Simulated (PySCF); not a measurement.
Task: Give a PBE0-D3(BJ)/def2-SVP geometry of InChI=1S/C11H7FO/c12-11(13)10-7-3-5-8-4-1-2-6-9(8)10/h1-7H.

Result: 
```xyz
20
C11H7FO angstrom
O     -1.5644    2.9595   -0.1726
C     -2.0577    1.8942    0.0131
F     -3.3917    1.8158    0.1789
C     -1.4137    0.5667    0.0948
C     -2.2193   -0.5415    0.3063
C     -1.6789   -1.8367    0.3904
C     -0.3228   -2.0160    0.2608
C      0.5445   -0.9160    0.0438
C      1.9421   -1.1180   -0.0886
C      2.7895   -0.0576   -0.2993
C      2.2654    1.2497   -0.3844
C      0.9137    1.4820   -0.2606
C      0.0086    0.4098   -0.0433
H     -3.2948   -0.3992    0.4090
H     -2.3400   -2.6893    0.5576
H      0.1117   -3.0172    0.3234
H      2.3307   -2.1372   -0.0197
H      3.8644   -0.2227   -0.4008
H      2.9404    2.0924   -0.5518
H      0.5222    2.4947   -0.3301
```

Orientation and origin are arbitrary. Atoms count from 1 in this order. Of the pairs four or more bonds apart, O1···H20 is among the closest relative to their van der Waals radii: 2.14 Å, 79 % of the sum of Bondi's values. The 13 heavy atoms lie in one plane (0.005 Å rms). The 6-membered ring C4–C5–C6–C7–C8–C13 has internal angles of 117.7° to 121.5°; it is planar, 0.00 Å rms from its mean plane, widest ring torsion 0°. The 6-membered ring C8–C9–C10–C11–C12–C13 has internal angles of 118.0° to 121.0° (sum 720°, against 720° for a flat polygon); it is planar, 0.00 Å rms from its mean plane, widest ring torsion 0°.

Bonds between heavy atoms (Å): O1=C2 1.189, C2–F3 1.346, C2–C4 1.478, C4–C5 1.386, C5–C6 1.406, C6–C7 1.374, C7–C8 1.417, C8–C9 1.418, C9–C10 1.374, C10–C11 1.411, C11–C12 1.377, C12–C13 1.420, C4–C13 1.438, C8–C13 1.433.

Method used: PBE0-D3(BJ)/def2-SVP geometry optimisation, gas phase (PySCF).

Point group: Cs (tolerance 0.08 Å). Not checked by PBE0-D3(BJ)/def2-SVP frequencies. The numbers are those of one conformer (O1–C2–C4–C5 -179°).
